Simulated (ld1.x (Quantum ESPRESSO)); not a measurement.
## u(r) = r·R(r): atom against pseudo-atom (hafnium)

Columns: radius, all-electron u(r) and pseudo u(r) of the 5s shell (level -74.20 eV) of hafnium in the configuration [Kr] 4d10 4f14 5s2 5p6 5d2 6s1 6p0; LDA (PZ), scalar-relativistic, PAW scheme, ld1.x (Quantum ESPRESSO) 7.5.

| r (bohr) | all-electron | pseudo |
| --- | --- | --- |
| 0.145 | 0.3972 | 0.2660 |
| 0.290 | -0.3684 | 0.5129 |
| 0.435 | -0.5012 | 0.7237 |
| 0.580 | 0.1211 | 0.8850 |
| 0.725 | 0.7083 | 0.9887 |
| 0.870 | 1.0271 | 1.0327 |
| 1.015 | 1.1126 | 1.0202 |
| 1.160 | 1.0546 | 0.9597 |
| 1.305 | 0.9267 | 0.8634 |
| 1.450 | 0.7765 | 0.7452 |
| 1.595 | 0.6301 | 0.6193 |
| 1.740 | 0.4999 | 0.4980 |
| 1.885 | 0.3900 | 0.3902 |
| 2.030 | 0.3005 | 0.3006 |
| 2.175 | 0.2293 | 0.2293 |
| 2.320 | 0.1737 | 0.1737 |
| 2.465 | 0.1307 | 0.1307 |
| 2.610 | 0.0979 | 0.0979 |
| 2.755 | 0.0730 | 0.0730 |
| 2.900 | 0.0542 | 0.0542 |
| 3.045 | 0.0402 | 0.0402 |
| 3.190 | 0.0297 | 0.0297 |
| 3.335 | 0.0219 | 0.0219 |
| 3.480 | 0.0161 | 0.0161 |
| 3.625 | 0.0118 | 0.0118 |
| 3.770 | 0.0087 | 0.0087 |

Q: How many radial nodes do the two functions have?

A: The all-electron 5s function has n − l − 1 = 4 (the table is too coarse to show those close to the nucleus); the pseudo-wave has 0, since the states of the same l below it are removed with the core.

Q: At about which radius was the pseudo-wave matched?

A: 2.10 bohr. The columns agree to 0.0005 from 1.89 bohr on; several derivatives are matched, so the curves merge somewhat inside the radius.

Q: Is the pseudo-wave norm-conserving?

A: No, it belongs to a PAW set: the norm inside the radius is not constrained, and the difference is carried by the augmentation charge.
